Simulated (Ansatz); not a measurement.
`C[O][Zr]([OH])([OH])[SH]`. Charge 0, multiplicity 1. Zr takes the def2 core potential.

Cartesian coordinates in Å:
```
C -0.4457 -1.8846 -1.2363
O -0.2485 -0.7053 -0.5307
Zr 0.0542 0.8726 0.4940
O 1.7401 1.6289 -0.0270
O -1.4210 2.0843 0.3264
S 0.1579 0.2574 2.8988
H 0.4039 -2.0839 -1.8982
H -1.3527 -1.8197 -1.8466
H -0.5534 -2.7278 -0.5460
H 2.4706 2.0958 -0.4198
H -2.1824 2.5763 0.0343
H 1.3770 -0.2939 2.7510
```

What are the harmonic wavenumbers in cm⁻¹ at PBE0-D4/def2-TZVP (Ansatz, finite differences of forces, unscaled)? (An estimate is asked.)

Computed: 40, 55, 58, 67, 100, 132, 138, 170, 189, 208, 230, 267, 318, 365, 500, 531, 709, 716, 1178, 1181, 1230, 1476, 1490, 1490, 2694, 3014, 3083, 3086, 4003, 4011.

Is this a minimum?

Yes, all 30 modes are real.

Give the ideal-gas thermochemistry at 298.15 K and 1 bar (rigid rotor, harmonic oscillator; point group C1, symmetry number 1).

Zero-point energy 195.8 kJ/mol; H(298) − E = 230.7 kJ/mol; entropy 474.1 J/(mol·K), of which translation 174.3, rotation 122.0, vibration 177.9; G(298) − E = 89.4 kJ/mol. Modes under 100 cm⁻¹ are hindered rotations or soft bends, so the harmonic entropy is rough.

And at 400, 500, 600, 800 and 1000 K?


| T (K) | H − E (kJ/mol) | S (J/mol/K) | G − E (kJ/mol) |
| --- | --- | --- | --- |
| 400 | 248.1 | 524.1 | 38.4 |
| 500 | 266.5 | 565.0 | -16.1 |
| 600 | 285.9 | 600.5 | -74.4 |
| 800 | 327.5 | 660.2 | -200.7 |
| 1000 | 371.8 | 709.6 | -337.8 |

Rotational constants (cm⁻¹)?

0.06277, 0.04408, 0.03687.
